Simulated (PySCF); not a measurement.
# Working out the ionisation energy of Ne²⁺

Ne²⁺ [He] 2s2 2p4 (3P) → Ne³⁺ [He] 2s2 2p3 (4S). All numbers are calculated (PySCF 2.14, the non-relativistic Hamiltonian (point nucleus), in pcseg-2). Frozen: 1s2. Energies in hartree (1 hartree = 27.21139 eV):

```tsv
part	Ne²⁺ (lower)	Ne³⁺ (upper)
UHF	-126.365666	-124.090000
CCSD correlation	-0.141593	-0.101297
(T)	-0.001198	-0.000673
```

Task: What does Hartree-Fock give?

Result: (-124.090000) − (-126.365666) = 2.275666 hartree = 61.924 eV.

Task: What do CCSD and CCSD(T) give?

Result: The CCSD correlation energies differ by 0.040296 hartree = 1.097 eV and the triples by 0.000525 hartree = 0.014 eV, so CCSD gives 63.021 eV and CCSD(T) 63.035 eV.

Reference: 63.423 eV (measured; NIST Atomic Spectra Database, ionization energies), between the lowest levels; spin-orbit coupling is absent from the calculation.

What remains against the reference includes basis incompleteness, the frozen core and higher excitations.
